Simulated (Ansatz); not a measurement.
One change: `CB[SiH2]C` becomes `C[SiH2]BO[SiH3]`.

Ansatz, PBE0-D4/def2-TZVP geometries, multiplicity 1. Each molecule was computed in one conformer, which needn't be the lowest.

| property | `CB[SiH2]C` |
| --- | --- |
| size of the dipole moment (B3LYP/def2-TZVPP) / D | 1.30 |
| HOMO energy (PBE/def2-TZVPP) / eV | -6.39 |
| HOMO energy (PBE0/def2-TZVPP) / eV | -7.61 |
| HOMO energy (B3LYP/def2-TZVPP) / eV | -7.43 |
| HOMO–LUMO gap (B3LYP/def2-TZVPP) / eV | 5.57 |
| HOMO energy (ωB97M-V/def2-TZVPP) / eV | -9.77 |

Q: What does the change do to each property? (An estimate is asked.)

A: Computed: 
| property | `C[SiH2]BO[SiH3]` | shift |
| --- | --- | --- |
| size of the dipole moment (B3LYP/def2-TZVPP) / D | 1.25 | -0.05 |
| HOMO energy (PBE/def2-TZVPP) / eV | -6.13 | 0.26 |
| HOMO energy (PBE0/def2-TZVPP) / eV | -7.38 | 0.23 |
| HOMO energy (B3LYP/def2-TZVPP) / eV | -7.20 | 0.23 |
| HOMO–LUMO gap (B3LYP/def2-TZVPP) / eV | 5.83 | 0.26 |
| HOMO energy (ωB97M-V/def2-TZVPP) / eV | -9.56 | 0.21 |

With PBE0 the HOMO rises by 0.23 eV and the LUMO rises by 0.50 eV, so the gap widens by about 0.27 eV. PBE moves the HOMO by 0.26 eV and ωB97M-V by 0.21 eV. Dipoles are sizes alone; their direction can turn.

B3LYP here is the variant with VWN-RPA as its local correlation; programs differ in this.
